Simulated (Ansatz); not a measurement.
`BN=C=C` + H₂ → BH₃ + `C=C=N` at 298.15 K and 1 bar (hydrogenolysis of a B–N bond).

Isolated molecules relaxed with PBE0-D4/def2-TZVP in Ansatz; ΔE leaves out vibrations. CCSD(T)/CBS adds triple-zeta CCSD(T) − MP2 to the extrapolated MP2 energy (def2 sets, frozen cores). This one scheme is used for every species. Each species was taken in one conformer, which may not be the lowest.

```json
{"species": "`BN=C=C`", "CCSD(T)/CBS energy (Eh)": "-157.96924", "H − E (kJ/mol)": "162.2", "S (J/(mol·K))": "277.7"}
{"species": "H₂", "CCSD(T)/CBS energy (Eh)": "-1.17544", "H − E (kJ/mol)": "35.1", "S (J/(mol·K))": "130.4"}
{"species": "BH₃", "CCSD(T)/CBS energy (Eh)": "-26.55200", "H − E (kJ/mol)": "78.7", "S (J/(mol·K))": "188.3"}
{"species": "`C=C=N`", "CCSD(T)/CBS energy (Eh)": "-132.55079", "H − E (kJ/mol)": "127.2", "S (J/(mol·K))": "249.7"}
```

H − E and S are ideal-gas, rigid-rotor, harmonic terms from PBE0-D4/def2-TZVP, for one conformer and one mirror image of each species. The MP2-based limit puts H₂ 0.8 mEh under its directly extrapolated value; such offsets cancel only in part. 1 Eh = 2625.50 kJ/mol, R = 8.31446 J/(mol·K).

Problem. By hand: ΔE, ΔH, ΔS and ΔG.

Solution. ΔE = (-26.55200) + (-132.55079) − (-157.96924) − (-1.17544) = 0.04189 Eh = 110.0 kJ/mol. Δ(H − E) = 78.7 + 127.2 − 162.2 − 35.1 = 8.6, so ΔH = 118.6 kJ/mol. ΔS = 188.3 + 249.7 − 277.7 − 130.4 = 29.9 J/(mol·K). ΔG = 118.6 − 298.15 × (29.9)/1000 = 109.7 kJ/mol.

Problem. By hand: the equilibrium constant, and the temperature at which ΔG would vanish if ΔH and ΔS stayed fixed.

Solution. log₁₀ K = −ΔG/(RT ln 10) = -19.2. ΔG = 0 at ΔH/ΔS = 3967 K, far beyond where these terms or the molecules hold.

ΔH outweighs TΔS. A doubt of 5 kJ/mol in ΔE shifts log₁₀ K by 0.9 here. Other conformers and mirror images would add mixing entropy, several J/(mol·K) or more a flexible species. These are equilibria of isolated gas molecules and say nothing of rates. Largest T1 diagnostic: 0.017 (customary marks: 0.02 for closed shells, 0.045 for open ones).
